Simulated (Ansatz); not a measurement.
Born–Oppenheimer molecular dynamics of CH6F2O2Si2 (13 atoms, charge 0, multiplicity 1). It starts from a relaxed structure.

These are results of Ansatz 0.2.0, RKS revPBE/STO-3G, not measurements.

```
ensemble        : NVT, Nosé–Hoover chain
time step       : 0.5 fs
steps asked     : 150
set temperature : 700 K
thermostat      : time constant 50 fs, chain length 3
seed            : 415225
```

Frames 0.5 fs apart, positions in Å, forces in eV/Å.

Velocities at 40.0 fs (Å/ps):

```
Si -2.07 0.23 -2.62
F 4.44 -0.10 4.70
O -2.07 -5.15 1.31
C -0.90 1.45 4.39
H -6.46 28.62 -12.41
H 29.55 -15.45 1.94
H -5.10 28.90 -22.71
F 1.69 4.47 0.64
O -2.76 -2.28 -5.33
Si 0.84 -1.38 0.73
H -22.63 8.95 11.71
H -7.29 -15.88 -21.19
H 18.06 15.12 6.10
```

```xyz
13
Properties=species:S:1:pos:R:3:forces:R:3 time_fs=40.0 energy_less_start_eV=0.698 T=318
Si 0.016 -0.142 -0.190 -1.09 -1.39 1.32
F 0.170 -0.186 1.518 0.24 0.19 -1.53
O 1.408 -0.046 -1.254 1.52 -1.46 1.54
C 2.515 -0.979 -0.591 -2.55 1.96 -2.32
H 2.358 -2.048 -0.613 -0.81 -1.38 -0.45
H 3.379 -0.764 -1.187 1.51 0.27 -0.83
H 2.720 -0.744 0.420 0.41 0.93 2.33
F -0.945 1.194 -0.462 0.30 -0.44 -0.18
O -0.661 -1.714 -0.658 -0.32 0.44 0.43
Si -1.786 -2.540 0.425 0.40 1.60 0.48
H -1.491 -2.217 1.828 -0.04 -0.05 -0.08
H -3.209 -2.208 0.249 0.19 0.07 -0.28
H -1.661 -3.960 0.318 0.23 -0.74 -0.43
13
Properties=species:S:1:pos:R:3:forces:R:3 time_fs=40.5 energy_less_start_eV=0.708 T=313
Si 0.015 -0.142 -0.192 -1.08 -1.41 1.41
F 0.173 -0.186 1.520 0.22 0.19 -1.61
O 1.407 -0.048 -1.254 1.56 -1.40 1.46
C 2.514 -0.978 -0.589 -2.04 2.45 -2.98
H 2.353 -2.035 -0.620 -0.87 -1.86 -0.36
H 3.395 -0.771 -1.187 0.98 0.20 -0.54
H 2.718 -0.728 0.411 0.47 0.93 2.67
F -0.944 1.196 -0.461 0.31 -0.46 -0.18
O -0.662 -1.715 -0.661 -0.31 0.47 0.47
Si -1.786 -2.541 0.425 0.30 1.80 0.53
H -1.502 -2.213 1.834 -0.05 -0.06 -0.17
H -3.213 -2.216 0.238 0.27 0.06 -0.26
H -1.651 -3.953 0.321 0.24 -0.92 -0.43
13
Properties=species:S:1:pos:R:3:forces:R:3 time_fs=41.0 energy_less_start_eV=0.697 T=323
Si 0.014 -0.142 -0.193 -1.07 -1.42 1.49
F 0.175 -0.186 1.522 0.20 0.18 -1.69
O 1.406 -0.051 -1.252 1.58 -1.32 1.37
C 2.513 -0.977 -0.588 -1.44 2.83 -3.32
H 2.347 -2.027 -0.627 -0.90 -2.12 -0.25
H 3.414 -0.778 -1.188 0.40 0.13 -0.22
H 2.717 -0.711 0.409 0.46 0.83 2.65
F -0.944 1.198 -0.461 0.31 -0.47 -0.19
O -0.664 -1.716 -0.663 -0.31 0.50 0.51
Si -1.785 -2.541 0.426 0.22 1.93 0.56
H -1.514 -2.209 1.839 -0.05 -0.07 -0.26
H -3.215 -2.223 0.226 0.34 0.04 -0.24
H -1.641 -3.948 0.322 0.25 -1.04 -0.42
13
Properties=species:S:1:pos:R:3:forces:R:3 time_fs=41.5 energy_less_start_eV=0.663 T=349
Si 0.012 -0.142 -0.194 -1.04 -1.43 1.56
F 0.177 -0.186 1.524 0.18 0.18 -1.76
O 1.406 -0.054 -1.251 1.60 -1.24 1.28
C 2.511 -0.975 -0.587 -0.84 3.02 -3.30
H 2.339 -2.024 -0.635 -0.87 -2.11 -0.13
H 3.434 -0.785 -1.190 -0.17 0.07 0.09
H 2.717 -0.691 0.413 0.38 0.62 2.28
F -0.943 1.200 -0.461 0.32 -0.48 -0.19
O -0.665 -1.717 -0.666 -0.30 0.53 0.55
Si -1.785 -2.542 0.426 0.14 1.97 0.57
H -1.526 -2.204 1.844 -0.04 -0.08 -0.32
H -3.217 -2.231 0.214 0.39 0.02 -0.22
H -1.631 -3.946 0.323 0.26 -1.07 -0.40
13
Properties=species:S:1:pos:R:3:forces:R:3 time_fs=42.0 energy_less_start_eV=0.615 T=385
Si 0.011 -0.142 -0.195 -1.01 -1.44 1.62
F 0.179 -0.186 1.526 0.16 0.18 -1.82
O 1.405 -0.058 -1.250 1.60 -1.15 1.19
C 2.510 -0.972 -0.587 -0.29 3.00 -2.98
H 2.328 -2.025 -0.644 -0.78 -1.83 0.00
H 3.454 -0.791 -1.191 -0.68 0.03 0.34
H 2.719 -0.669 0.423 0.25 0.32 1.66
F -0.942 1.202 -0.461 0.32 -0.49 -0.19
O -0.667 -1.718 -0.668 -0.29 0.56 0.58
Si -1.784 -2.542 0.427 0.09 1.93 0.55
H -1.538 -2.200 1.848 -0.04 -0.08 -0.38
H -3.219 -2.239 0.201 0.43 0.01 -0.20
H -1.620 -3.947 0.322 0.25 -1.03 -0.38
13
Properties=species:S:1:pos:R:3:forces:R:3 time_fs=42.5 energy_less_start_eV=0.572 T=417
Si 0.009 -0.143 -0.195 -0.98 -1.44 1.66
F 0.182 -0.186 1.527 0.14 0.17 -1.88
O 1.406 -0.061 -1.248 1.58 -1.05 1.09
C 2.508 -0.969 -0.588 0.15 2.77 -2.48
H 2.316 -2.032 -0.653 -0.64 -1.33 0.15
H 3.472 -0.798 -1.192 -1.11 0.01 0.54
H 2.720 -0.647 0.437 0.09 -0.03 0.91
F -0.941 1.204 -0.460 0.33 -0.51 -0.19
O -0.668 -1.719 -0.671 -0.28 0.60 0.62
Si -1.784 -2.542 0.427 0.06 1.79 0.50
H -1.550 -2.197 1.851 -0.03 -0.09 -0.41
H -3.219 -2.247 0.188 0.46 0.00 -0.18
H -1.608 -3.950 0.321 0.23 -0.91 -0.35
13
Properties=species:S:1:pos:R:3:forces:R:3 time_fs=43.0 energy_less_start_eV=0.547 T=438
Si 0.008 -0.143 -0.196 -0.94 -1.44 1.70
F 0.184 -0.186 1.528 0.12 0.17 -1.92
O 1.406 -0.065 -1.246 1.55 -0.94 1.00
C 2.507 -0.965 -0.589 0.45 2.40 -1.90
H 2.301 -2.041 -0.661 -0.46 -0.71 0.29
H 3.488 -0.804 -1.192 -1.43 0.01 0.66
H 2.722 -0.624 0.453 -0.06 -0.38 0.16
F -0.939 1.206 -0.460 0.33 -0.52 -0.19
O -0.670 -1.720 -0.673 -0.27 0.63 0.65
Si -1.783 -2.541 0.428 0.06 1.58 0.43
H -1.562 -2.193 1.854 -0.02 -0.09 -0.42
H -3.217 -2.254 0.174 0.46 0.00 -0.16
H -1.595 -3.955 0.319 0.20 -0.72 -0.31
13
Properties=species:S:1:pos:R:3:forces:R:3 time_fs=43.5 energy_less_start_eV=0.548 T=441
Si 0.006 -0.144 -0.196 -0.90 -1.44 1.72
F 0.187 -0.186 1.529 0.10 0.16 -1.96
O 1.406 -0.069 -1.245 1.51 -0.82 0.90
C 2.505 -0.961 -0.590 0.63 1.94 -1.33
H 2.286 -2.052 -0.669 -0.26 -0.06 0.43
H 3.500 -0.811 -1.190 -1.65 0.03 0.72
H 2.724 -0.603 0.469 -0.19 -0.71 -0.51
F -0.938 1.208 -0.460 0.34 -0.54 -0.19
O -0.672 -1.720 -0.675 -0.26 0.67 0.68
Si -1.783 -2.541 0.429 0.07 1.31 0.34
H -1.574 -2.190 1.855 -0.01 -0.08 -0.41
H -3.215 -2.262 0.160 0.45 0.00 -0.14
H -1.582 -3.962 0.316 0.16 -0.48 -0.26
13
Properties=species:S:1:pos:R:3:forces:R:3 time_fs=44.0 energy_less_start_eV=0.569 T=430
Si 0.004 -0.145 -0.197 -0.85 -1.43 1.73
F 0.189 -0.186 1.530 0.09 0.16 -1.99
O 1.407 -0.073 -1.242 1.45 -0.68 0.80
C 2.504 -0.956 -0.592 0.68 1.45 -0.79
H 2.270 -2.064 -0.675 -0.06 0.55 0.56
H 3.508 -0.817 -1.186 -1.76 0.07 0.72
H 2.725 -0.583 0.484 -0.30 -0.98 -1.06
F -0.937 1.210 -0.460 0.35 -0.55 -0.19
O -0.674 -1.721 -0.677 -0.25 0.70 0.71
Si -1.782 -2.541 0.429 0.11 1.01 0.23
H -1.586 -2.187 1.855 0.01 -0.07 -0.38
H -3.212 -2.270 0.145 0.42 0.00 -0.12
H -1.569 -3.970 0.312 0.12 -0.22 -0.21
13
Properties=species:S:1:pos:R:3:forces:R:3 time_fs=44.5 energy_less_start_eV=0.603 T=410
Si 0.003 -0.146 -0.197 -0.79 -1.42 1.74
F 0.192 -0.185 1.530 0.07 0.15 -2.02
O 1.408 -0.077 -1.240 1.36 -0.54 0.70
C 2.502 -0.951 -0.594 0.62 0.97 -0.31
H 2.254 -2.074 -0.681 0.13 1.06 0.66
H 3.513 -0.823 -1.180 -1.77 0.12 0.65
H 2.726 -0.565 0.497 -0.38 -1.20 -1.47
F -0.936 1.212 -0.460 0.36 -0.57 -0.19
O -0.675 -1.721 -0.679 -0.24 0.74 0.74
Si -1.782 -2.540 0.430 0.17 0.69 0.09
H -1.598 -2.183 1.854 0.03 -0.06 -0.33
H -3.208 -2.277 0.130 0.37 0.00 -0.10
H -1.555 -3.979 0.308 0.06 0.05 -0.15
13
Properties=species:S:1:pos:R:3:forces:R:3 time_fs=45.0 energy_less_start_eV=0.636 T=390
Si 0.001 -0.147 -0.197 -0.73 -1.40 1.73
F 0.194 -0.185 1.531 0.05 0.15 -2.03
O 1.409 -0.081 -1.238 1.26 -0.38 0.59
C 2.501 -0.946 -0.596 0.47 0.52 0.12
H 2.238 -2.081 -0.684 0.31 1.46 0.75
H 3.512 -0.829 -1.173 -1.68 0.17 0.53
H 2.725 -0.551 0.506 -0.43 -1.35 -1.75
F -0.935 1.213 -0.460 0.36 -0.58 -0.19
O -0.677 -1.722 -0.681 -0.22 0.77 0.76
Si -1.781 -2.540 0.431 0.24 0.37 -0.06
H -1.611 -2.180 1.853 0.04 -0.04 -0.27
H -3.203 -2.285 0.115 0.31 0.01 -0.09
H -1.541 -3.987 0.304 0.01 0.31 -0.10
13
Properties=species:S:1:pos:R:3:forces:R:3 time_fs=45.5 energy_less_start_eV=0.660 T=377
Si -0.001 -0.148 -0.197 -0.66 -1.38 1.71
F 0.197 -0.185 1.530 0.04 0.14 -2.04
O 1.411 -0.085 -1.236 1.13 -0.21 0.48
C 2.500 -0.941 -0.597 0.22 0.11 0.52
H 2.223 -2.086 -0.686 0.47 1.74 0.81
H 3.508 -0.835 -1.165 -1.48 0.23 0.36
H 2.724 -0.539 0.511 -0.45 -1.45 -1.90
F -0.933 1.215 -0.459 0.37 -0.60 -0.19
O -0.679 -1.722 -0.683 -0.21 0.80 0.79
Si -1.780 -2.539 0.432 0.32 0.07 -0.21
H -1.623 -2.178 1.851 0.06 -0.02 -0.19
H -3.196 -2.293 0.099 0.24 0.01 -0.08
H -1.527 -3.995 0.299 -0.05 0.55 -0.04
```

Of the whole run (75 fs, mean temperature of the second half 472 K): The conserved energy stayed within 0.49 meV per atom of its start (net change 0.18 meV per atom), so the integration is sound. The mean temperature of the second half is 33 % below the set value. A run of 0.075 ps of so small a system gives no equilibrium averages. Limits of this set-up: minimal basis.

Time of the run: 9 min on 1 thread of Arm Neoverse V2 (shared host), peak memory 0.082 GiB.
